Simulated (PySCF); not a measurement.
PySCF input for C₅ClO₅Re, SMILES [O+]#[C-]->[Re](<-[C-]#[O+])(<-[C-]#[O+])(<-[C-]#[O+])(<-[C-]#[O+])[Cl], multiplicity 1, PBE0-D3(BJ)/def2-SVP. Coordinates come from a PBE0-D3(BJ)/def2-SVP optimisation. The spin state was assumed, not searched. The isomer is the one that the SMILES or the coordinates give; other isomers of the formula were not compared. The def2 effective core potentials stand for the cores of Re; spin–orbit coupling is left out.

```python
import numpy as np
from pyscf import gto, scf, dft, df
from pyscf.hessian import thermo

mol = gto.M(
    atom='''
    Re   -0.00000000    0.00000000    0.09414722
    O    -2.22806529    2.22806529   -0.11597462
    C    -1.42792690    1.42792691   -0.01996537
    O     2.22806530    2.22806529   -0.11597468
    C     1.42792691    1.42792691   -0.01996539
    O    -2.22806530   -2.22806530   -0.11597454
    C    -1.42792690   -1.42792690   -0.01996530
    O     2.22806529   -2.22806530   -0.11597459
    C     1.42792690   -1.42792691   -0.01996534
    O     0.00000004    0.00000007    3.18690577
    C     0.00000003    0.00000004    2.03904316
    Cl   -0.00000003   -0.00000004   -2.38824653
    ''',
    basis='def2-SVP',
    ecp={'Re': 'def2-svp'},
    charge=0,
    spin=0,
    max_memory=1600,
    verbose=3,
)
mf = dft.RKS(mol, xc='pbe0').density_fit(auxbasis='def2-universal-jkfit')
mf.disp = 'd3bj'
mf.grids.level = 3
mf.conv_tol = 1e-11
mf.max_cycle = 100
mf.kernel()

# [left out here: the lines that compute and print the analytic Hessian (its translational invariance restored by hand, since the grid's response is missing), thermochemistry and intensities]
```

Log of the run:

```
[...]
       3   O                -0.00 -0.00  0.00   -0.08 -0.08 -0.01    0.00 -0.01 -0.00
       4   C                -0.00 -0.00  0.01   -0.08 -0.08  0.05   -0.02  0.01  0.00
       5   O                 0.00  0.00  0.00   -0.08 -0.08  0.01    0.00 -0.01  0.00
       6   C                 0.00  0.00  0.01   -0.08 -0.08 -0.05   -0.02  0.01 -0.00
       7   O                -0.00  0.00  0.00   -0.01 -0.00 -0.00    0.08 -0.08  0.01
       8   C                -0.00  0.00  0.01    0.01  0.02  0.00    0.08 -0.08 -0.05
       9   O                -0.00  0.00  0.02   -0.00 -0.00  0.00    0.00 -0.00  0.00
      10   C                 0.00 -0.00  0.02    0.01  0.01  0.00   -0.01  0.01  0.00
      11  Cl                -0.00  0.00 -0.16    0.00  0.00 -0.00   -0.00  0.00 -0.00
Mode                                12                  13                  14
Irrep
Freq [cm^-1]                      374.0240            426.1460            426.1460
Reduced mass [au]                  12.7606             12.7273             12.7273
Force const [Dyne/A]                1.0518              1.3618              1.3618
Char temp [K]                     538.1373            613.1292            613.1292
Normal mode                   x     y     z       x     y     z       x     y     z
       0  Re                -0.00 -0.00 -0.00    0.00 -0.00  0.00   -0.00 -0.00  0.00
       1   O                -0.04 -0.04  0.00   -0.01  0.01 -0.06    0.01 -0.01  0.04
       2   C                 0.09  0.09 -0.00   -0.02  0.02  0.14    0.02 -0.01 -0.09
       3   O                -0.04  0.04  0.00    0.01  0.01 -0.04    0.01  0.01 -0.06
       4   C                 0.09 -0.09 -0.00    0.01  0.02  0.09    0.02  0.02  0.14
       5   O                 0.04 -0.04 -0.00    0.01  0.01  0.04    0.01  0.01  0.06
       6   C                -0.09  0.09  0.00    0.01  0.02 -0.09    0.02  0.02 -0.14
       7   O                 0.04  0.04 -0.00   -0.01  0.01  0.06    0.01 -0.01 -0.04
       8   C                -0.09 -0.09  0.00   -0.02  0.02 -0.14    0.02 -0.01  0.09
       9   O                -0.00 -0.00 -0.00   -0.01  0.05 -0.00    0.05  0.01 -0.00
      10   C                -0.00 -0.00 -0.00    0.02 -0.09 -0.00   -0.09 -0.02 -0.00
      11  Cl                -0.00 -0.00  0.00    0.00 -0.01 -0.00   -0.01 -0.00 -0.00
Mode                                15                  16                  17
Irrep
Freq [cm^-1]                      444.0179            456.5887            492.2085
Reduced mass [au]                  14.1182             14.3576             15.1954
Force const [Dyne/A]                1.6400              1.7635              2.1690
Char temp [K]                     638.8429            656.9294            708.1785
Normal mode                   x     y     z       x     y     z       x     y     z
       0  Re                 0.00  0.00 -0.00   -0.00  0.00 -0.01   -0.00  0.00  0.02
       1   O                 0.07 -0.07  0.00    0.07 -0.07  0.01    0.02 -0.02 -0.01
       2   C                 0.06 -0.06  0.01    0.06 -0.06  0.00    0.01 -0.01  0.03
       3   O                 0.07  0.07 -0.00   -0.07 -0.07  0.01   -0.02 -0.02 -0.01
       4   C                 0.06  0.06 -0.01   -0.06 -0.06  0.00   -0.01 -0.01  0.03
       5   O                -0.07 -0.07 -0.00    0.07  0.07  0.01    0.02  0.02 -0.01
       6   C                -0.06 -0.06 -0.01    0.06  0.06  0.00    0.01  0.01  0.03
       7   O                -0.07  0.07  0.00   -0.07  0.07  0.01   -0.02  0.02 -0.01
       8   C                -0.06  0.06  0.01   -0.06  0.06  0.00   -0.01  0.01  0.03
       9   O                -0.00  0.00  0.00    0.00  0.00  0.03    0.00  0.00 -0.18
      10   C                 0.00 -0.00  0.00   -0.00 -0.00  0.03   -0.00 -0.00 -0.17
      11  Cl                 0.00 -0.00 -0.00   -0.00 -0.00  0.00   -0.00  0.00  0.00
Mode                                18                  19                  20
Irrep
Freq [cm^-1]                      510.6430            553.5300            575.9698
Reduced mass [au]                  12.3365             12.4358             12.3782
Force const [Dyne/A]                1.8953              2.2449              2.4194
Char temp [K]                     734.7016            796.4064            828.6922
Normal mode                   x     y     z       x     y     z       x     y     z
       0  Re                -0.00 -0.00 -0.00    0.00 -0.00  0.00    0.00 -0.00 -0.00
       1   O                -0.03 -0.03 -0.00    0.00 -0.00  0.05   -0.01 -0.00 -0.02
       2   C                 0.10  0.10 -0.00    0.01 -0.01 -0.13    0.01  0.02  0.06
       3   O                 0.03 -0.03  0.00    0.00  0.00 -0.05   -0.02  0.02  0.00
       4   C                -0.10  0.10 -0.00    0.01  0.01  0.13    0.07 -0.07 -0.02
       5   O                -0.03  0.03 -0.00   -0.00 -0.00 -0.05   -0.02  0.02 -0.00
       6   C                 0.10 -0.10  0.00   -0.01 -0.01  0.13    0.07 -0.07  0.02
       7   O                 0.03  0.03  0.00   -0.00  0.00  0.05   -0.01 -0.00  0.02
       8   C                -0.10 -0.10 -0.00   -0.01  0.01 -0.13    0.01  0.02 -0.06
       9   O                -0.00 -0.00  0.00   -0.00  0.00 -0.00    0.06 -0.03  0.00
      10   C                 0.00  0.00  0.00    0.00 -0.00 -0.00   -0.18  0.10  0.00
      11  Cl                 0.00  0.00  0.00    0.00  0.00 -0.00   -0.00  0.00 -0.00
Mode                                21                  22                  23
Irrep
Freq [cm^-1]                      575.9698            620.8120            620.8120
Reduced mass [au]                  12.3782             13.2596             13.2596
Force const [Dyne/A]                2.4194              3.0109              3.0109
Char temp [K]                     828.6923            893.2103            893.2103
Normal mode                   x     y     z       x     y     z       x     y     z
       0  Re                -0.00 -0.00 -0.00   -0.01 -0.01 -0.00    0.01 -0.01 -0.00
       1   O                 0.02  0.02 -0.00   -0.03 -0.03 -0.00   -0.00  0.00 -0.01
       2   C                -0.07 -0.07  0.02    0.11  0.11  0.00   -0.01  0.00  0.03
       3   O                -0.00  0.01 -0.02    0.00  0.00 -0.01    0.03 -0.03  0.00
       4   C                 0.02 -0.01  0.06    0.00  0.01  0.03   -0.11  0.11 -0.00
       5   O                -0.00  0.01  0.02    0.00  0.00  0.01    0.03 -0.03 -0.00
       6   C                 0.02 -0.01 -0.06    0.00  0.01 -0.03   -0.11  0.11  0.00
       7   O                 0.02  0.02  0.00   -0.03 -0.03  0.00   -0.00  0.00  0.01
       8   C                -0.07 -0.07 -0.02    0.11  0.11 -0.00   -0.01  0.00 -0.03
       9   O                -0.03 -0.06  0.00   -0.03 -0.03  0.00    0.03 -0.03  0.00
      10   C                 0.10  0.18  0.00    0.09  0.10  0.00   -0.10  0.09  0.00
      11  Cl                 0.00  0.00 -0.00    0.00  0.00 -0.00   -0.00  0.00 -0.00
Mode                                24                  25                  26
Irrep
Freq [cm^-1]                      628.4628           2123.0348           2175.0232
Reduced mass [au]                  13.5021             13.3485             13.4412
Force const [Dyne/A]                3.1420             35.4484             37.4643
Char temp [K]                     904.2181           3054.5743           3129.3741
Normal mode                   x     y     z       x     y     z       x     y     z
       0  Re                -0.00  0.00 -0.02    0.00 -0.00  0.00   -0.00 -0.00  0.00
       1   O                 0.00 -0.00 -0.04    0.01 -0.01  0.00   -0.04  0.04 -0.01
       2   C                -0.01  0.01  0.13   -0.02  0.02 -0.00    0.06 -0.06  0.01
       3   O                -0.00 -0.00 -0.04   -0.01 -0.01  0.00    0.07  0.07 -0.01
       4   C                 0.01  0.01  0.13    0.02  0.02 -0.00   -0.09 -0.09  0.01
       5   O                 0.00  0.00 -0.04    0.01  0.01  0.00    0.07  0.07  0.01
       6   C                -0.01 -0.01  0.13   -0.02 -0.02 -0.00   -0.09 -0.09 -0.01
       7   O                -0.00  0.00 -0.04   -0.01  0.01  0.00   -0.04  0.04  0.01
       8   C                 0.01 -0.01  0.13    0.02 -0.02 -0.00    0.06 -0.06 -0.01
       9   O                -0.00  0.00  0.02    0.00 -0.00  0.15   -0.00 -0.00 -0.00
      10   C                 0.00 -0.00  0.02   -0.00 -0.00 -0.22    0.00  0.00  0.00
      11  Cl                 0.00  0.00 -0.00    0.00  0.00  0.00    0.00  0.00  0.00
Mode                                27                  28                  29
Irrep
Freq [cm^-1]                     2175.0240           2209.9522           2278.7312
Reduced mass [au]                  13.4412             13.3435             13.2926
Force const [Dyne/A]               37.4643             38.3960             40.6673
Char temp [K]                    3129.3753           3179.6292           3278.5869
Normal mode                   x     y     z       x     y     z       x     y     z
       0  Re                 0.00 -0.00  0.00    0.00 -0.00  0.00   -0.00 -0.00 -0.00
       1   O                -0.07  0.07 -0.01    0.06 -0.06  0.01    0.05 -0.05  0.01
       2   C                 0.09 -0.09  0.01   -0.08  0.08 -0.01   -0.08  0.08 -0.01
       3   O                -0.04 -0.04  0.01    0.06  0.06 -0.01   -0.05 -0.05  0.01
       4   C                 0.06  0.06 -0.01   -0.08 -0.08  0.01    0.08  0.08 -0.01
       5   O                -0.04 -0.04 -0.01   -0.06 -0.06 -0.01    0.05  0.05  0.01
       6   C                 0.06  0.06  0.01    0.08  0.08  0.01   -0.08 -0.08 -0.01
       7   O                -0.07  0.07  0.01   -0.06  0.06  0.01   -0.05  0.05  0.01
       8   C                 0.09 -0.09 -0.01    0.08 -0.08 -0.01    0.08 -0.08 -0.01
       9   O                 0.00 -0.00 -0.00    0.00 -0.00  0.00   -0.00 -0.00 -0.04
      10   C                -0.00  0.00  0.00    0.00 -0.00 -0.00   -0.00 -0.00  0.06
      11  Cl                -0.00  0.00 -0.00   -0.00  0.00  0.00    0.00  0.00  0.00
temperature 298.1500 [K]
pressure 101325.00 [Pa]
Rotational constants [GHz] 0.60793 0.60683 0.60683
Symmetry number 4
Zero-point energy (ZPE) 0.04430 [Eh]   116309.988 [J/mol]
                           tot       elec      trans        rot        vib
Entropy [J/mol/K]       499.201      0.000    182.214    120.858    196.128
Cv [J/mol/K]            184.918      0.000     12.472     12.472    159.975
Cp [J/mol/K]            193.233      0.000     20.786     12.472    159.975
Internal energy [J/mol]                      3718.434   3718.434 144879.812
Internal energy [Eh]   -1103.93917  -1103.99719
Enthalpy [J/mol]                             6197.391   3718.434 144879.812
Enthalpy [Eh]          -1103.93823
Gibbs free energy [J/mol]                  -48129.857 -32315.370  86404.179
Gibbs free energy [Eh] -1103.99492
mode   freq/cm-1   IR/(km/mol)
   1       54.19         0.000
   2       68.70         0.001
   3       68.70         0.001
   4       83.42         0.065
   5       83.42         0.065
   6       85.53         0.304
   7       94.10         0.000
   8      101.39         0.463
   9      101.39         0.463
  10      317.68        18.273
  11      359.94        65.922
  12      359.94        65.922
  13      374.02         0.000
  14      426.15         0.021
  15      426.15         0.021
  16      444.02         0.000
  17      456.59         3.308
  18      492.21         2.779
  19      510.64         0.000
  20      553.53         0.000
  21      575.97         0.028
  22      575.97         0.028
  23      620.81        74.481
  24      620.81        74.481
  25      628.46       102.518
  26     2123.03       996.716
  27     2175.02      1648.822
  28     2175.02      1648.816
  29     2209.95         0.000
  30     2278.73         7.937
max |gradient| / (hartree/bohr): 6.969382325655888e-05
APT charges: [-2.0703 -0.7399  1.2503 -0.7399  1.2503 -0.7399  1.2503 -0.7399  1.2503
 -0.8626  1.2455 -0.3542]
```

Self-consistency was reached.

Cost: about 20 core-minutes (a rough figure).
